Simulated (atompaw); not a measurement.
**How hard is this beryllium (Be) PAW (atompaw) potential?**

atompaw 4.2.0.5 input, output lines left out:

```
Be 4
LDA-PW loggrid 1500 logderivrange -10 5 376
2 2 0 0 0 0
2 0 1.75
2 1 0.25
0 0 0
v
v
v
1
3.00 2.75 2.40 1.65
n
y
0.05
n
custom rrkj gramschmidtortho besselshape
bessel
0.45
3.00
3.00
3.00
```

The pseudo-atom Hamiltonian at the reference potential is diagonalised in spherical Bessel functions j_l(qr) that vanish at 20 bohr, with q² up to the cutoff. All-electron valence levels (Ry): 1s -7.7378, 2s -0.4224, 2p -0.1647.

How do the lowest levels (Ry) of each channel move with the cutoff, and are there ghosts?

```json
{"cutoff (Ry)": "8", "s #1": "-0.7329", "s #2": "-0.4224", "p #1": "-0.1646", "p #2": "0.0328", "d #1": "0.0600", "d #2": "0.1495", "f #1": "0.1090", "f #2": "0.2374", "Σ f·Δε (mRy)": "14009.6"}
{"cutoff (Ry)": "18", "s #1": "-2.9508", "s #2": "-0.4224", "p #1": "-0.1647", "p #2": "0.0328", "d #1": "0.0600", "d #2": "0.1495", "f #1": "0.1090", "f #2": "0.2374", "Σ f·Δε (mRy)": "9573.8"}
{"cutoff (Ry)": "35", "s #1": "-5.1178", "s #2": "-0.4224", "p #1": "-0.1647", "p #2": "0.0328", "d #1": "0.0600", "d #2": "0.1495", "f #1": "0.1090", "f #2": "0.2374", "Σ f·Δε (mRy)": "5239.7"}
{"cutoff (Ry)": "55", "s #1": "-6.4727", "s #2": "-0.4224", "p #1": "-0.1647", "p #2": "0.0328", "d #1": "0.0600", "d #2": "0.1495", "f #1": "0.1090", "f #2": "0.2374", "Σ f·Δε (mRy)": "2529.8"}
{"cutoff (Ry)": "90", "s #1": "-7.3255", "s #2": "-0.4224", "p #1": "-0.1647", "p #2": "0.0328", "d #1": "0.0600", "d #2": "0.1495", "f #1": "0.1090", "f #2": "0.2374", "Σ f·Δε (mRy)": "824.3"}
{"cutoff (Ry)": "140", "s #1": "-7.6548", "s #2": "-0.4224", "p #1": "-0.1647", "p #2": "0.0328", "d #1": "0.0600", "d #2": "0.1495", "f #1": "0.1090", "f #2": "0.2374", "Σ f·Δε (mRy)": "165.7"}
{"cutoff (Ry)": "230", "s #1": "-7.7346", "s #2": "-0.4224", "p #1": "-0.1647", "p #2": "0.0328", "d #1": "0.0600", "d #2": "0.1495", "f #1": "0.1090", "f #2": "0.2374", "Σ f·Δε (mRy)": "6.1"}
{"cutoff (Ry)": "400", "s #1": "-7.7376", "s #2": "-0.4224", "p #1": "-0.1647", "p #2": "0.0328", "d #1": "0.0600", "d #2": "0.1495", "f #1": "0.1090", "f #2": "0.2374", "Σ f·Δε (mRy)": "0.0"}
```

Result: no extra level below or beside the all-electron valence levels (s, p, d, f tested); 10 mRy is reached at 230 Ry and 1 mRy at 300 Ry.
